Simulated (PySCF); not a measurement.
Computed shifts of a molecule C4H2F2O2, PBE/pcSseg-1 (PySCF), GIAO, gas phase, equivalent atoms averaged, in ppm (number of nuclei): ¹³C: 184.0 (1), 183.3 (1), 132.4 (1), 79.6 (1). ¹⁹F: -104.6 (1), -234.5 (1). ¹H: 4.71 (2). References: ¹⁷O against H2O (σ = 334.3 ppm); ¹³C against TMS (σ = 182.0 ppm); ¹⁹F against CFCl3 (σ = 133.6 ppm); ¹H against TMS (σ = 31.49 ppm), references at their B3LYP-D3(BJ)/def2-TZVP geometries, non-relativistic. Coordinates come from a B3LYP-D3(BJ)/def2-SVP optimisation. Other conformers were not sampled.

Problem. Which molecule gave these data?
A. FC1=C(F)OC=CO1
B. Oc1cc(F)c(F)o1
C. FC1=COC(F)=CO1
D. O=C1COC(F)=C1F

Solution. D, O=C1COC(F)=C1F
